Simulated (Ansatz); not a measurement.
Cartesian coordinates in Å:
```
O 1.976 0.648 1.651
Ga 1.953 -0.262 0.079
C -1.275 -0.349 -0.944
O -0.730 0.128 0.013
H 1.153 0.989 2.009
H -0.711 -0.897 -1.721
H -2.367 -0.258 -1.087
```

The species carries charge 0 and has multiplicity 1. The bonds changed during the relaxation, so this is another structure than the one it started from.

Q: List the r2SCAN/def2-TZVPP orbital energies in eV (Ansatz 0.2.0). (Estimate.)

A: Ansatz gave: Occupied: -10121.27, -1243.42, -1099.83, -1099.82, -1099.74, -517.19, -514.49, -276.51, -146.99, -99.85, -99.82, -99.58, -28.96, -24.57, -19.46, -19.46, -19.31, -19.27, -19.17, -17.18, -13.48, -12.42, -11.51, -11.20, -8.23, -7.29, -6.82, -5.61. Lowest empty: -3.01, -1.11, -0.73, 0.92, 1.76, 3.08, 3.17, 4.05.
